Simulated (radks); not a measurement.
Q: W2+, configuration [Xe] 4f14 5d4. Calculated with a radial shooting solver on a logarithmic mesh with Libxc functionals: scalar-relativistic Kohn-Sham, r2SCAN, spin-polarised, spherical densities, finite nucleus; open shells are filled with parallel spins first (spin-orbit coupling, left out, can overturn this in heavy ions); meta-GGA in the generalised Kohn-Sham scheme; Fermi nuclear charge, rms radius 5.3658 fm. Some entries of the table are withheld. Estimate them.

| orbital | occ. | eigenvalue (hartree) | <1/r> (bohr^-1) |
|---|---|---|---|
| 1s down | 1 | -2556.964 | 87.05 |
| 1s up | 1 | -2556.963 | 87.05 |
| 2s up | 1 | -442.7663 | 20.37 |
| 2s down | 1 | -442.7559 | 20.37 |
| 2p up | 3 | -387.2225 | 18.45 |
| 2p down | 3 | -387.2147 | 18.45 |
| 3s down | 1 | -102.7791 | 7.554 |
| 3s up | 1 | -102.7790 | 7.555 |
| 3p up | 3 | -86.25252 | 6.969 |
| 3p down | 3 | -86.25176 | 6.969 |
| 3d up | 5 | -67.20553 | 6.575 |
| 3d down | 5 | -67.20039 | 6.575 |
| 4s up | 1 | -21.87283 | 3.199 |
| 4s down | 1 | -21.86609 | 3.199 |
| 4p up | 3 | -16.42740 | 2.910 |
| 4p down | 3 | -16.42177 | 2.909 |
| 4d up | 5 | -9.48894 | 2.588 |
| 4d down | 5 | -9.48196 | 2.588 |
| 5s up | 1 | -3.58532 | 1.239 |
| 5s down | 1 | -3.51405 | 1.254 |
| 5p up | 3 | -2.26039 | 1.042 |
| 5p down | 3 | -2.15765 | 1.062 |
| 4f up | 7 | -1.81909 | 2.079 |
| 4f down | 7 | -1.80235 | 2.090 |
| 5d up | 4 | -0.77596 | 0.6976 |
| 6s up | 0 | (1) | 0.4677 |
| 5d down | 0 | -0.62178 | 0.7076 |
| 6p up | 0 | (2) | (3) |

A: 
(1) 6s up eigenvalue (hartree): -0.72580
(2) 6p up eigenvalue (hartree): -0.47264
(3) 6p up <1/r> (bohr^-1): 0.3666
